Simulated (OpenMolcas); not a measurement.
An atom or ion with 23 electrons was computed by SS-CASPT2, IPEA 0.25 Eh, imaginary shift 0.1 Eh with spin-orbit coupling (OpenMolcas, ANO-RCC-VQZP, DKH2). The lowest levels that the run gave, each within 12 % of the measured value where one is at hand:

```json
{"J": "5/2", "Parity": "even", "E (cm-1)": "0.0", "g": "2.002"}
{"J": "5/2", "Parity": "even", "E (cm-1)": "20630", "g": "0.571"}
{"J": "7/2", "Parity": "even", "E (cm-1)": "20640", "g": "0.984"}
{"J": "11/2", "Parity": "even", "E (cm-1)": "20640", "g": "1.273"}
{"J": "9/2", "Parity": "even", "E (cm-1)": "20640", "g": "1.172"}
{"J": "5/2", "Parity": "even", "E (cm-1)": "22360", "g": "1.597"}
{"J": "3/2", "Parity": "even", "E (cm-1)": "22380", "g": "1.728"}
{"J": "1/2", "Parity": "even", "E (cm-1)": "22400", "g": "2.660"}
{"J": "7/2", "Parity": "even", "E (cm-1)": "24960", "g": "1.429"}
{"J": "1/2", "Parity": "even", "E (cm-1)": "24980", "g": "0.008"}
{"J": "3/2", "Parity": "even", "E (cm-1)": "25000", "g": "1.206"}
{"J": "5/2", "Parity": "even", "E (cm-1)": "25010", "g": "1.375"}
```

Q: Which ion is it, and what are the configurations and terms?

A: Cr+ (Z = 24, charge +1; active space 5 electrons in 5 orbitals (3d)). J, parity and g give the terms where levels are pure, and mixed ones are named by the computed weights; the size of the splittings, set against known spectra of the 23-electron sequence, gives the charge. In order, with the measured energies in cm-1 (NIST Handbook of Basic Atomic Spectroscopic Data): 3d5 6S 5/2, 3d5 4G 5/2 (20512), 3d5 4G 7/2 (20518), 3d5 4G 11/2 (20512), 3d5 4G 9/2 (20519), 3d5 4P 5/2 (21823), 3d5 4P 3/2 (21824), 3d5 4P 1/2 (21824), 3d5 4D 7/2, 3d5 4D 1/2, 3d5 4D 3/2, 3d5 4D 5/2.

CASPT2 breaks the degeneracy within a term, and the mean is taken; among the terms shown or strongly mixed into the levels shown the widest spread is 140 cm-1 (3d5 4G). Some high roots are left out of the spin-orbit mixing, which shifts the levels that they would mix with. Computed and measured levels are paired by configuration, term and J; levels that our copy of the source lacks, or whose pairing is in doubt (as where it misses far off the trend of its configuration), stay unpaired and out of the deviations. Levels of configurations outside the active space are missing.
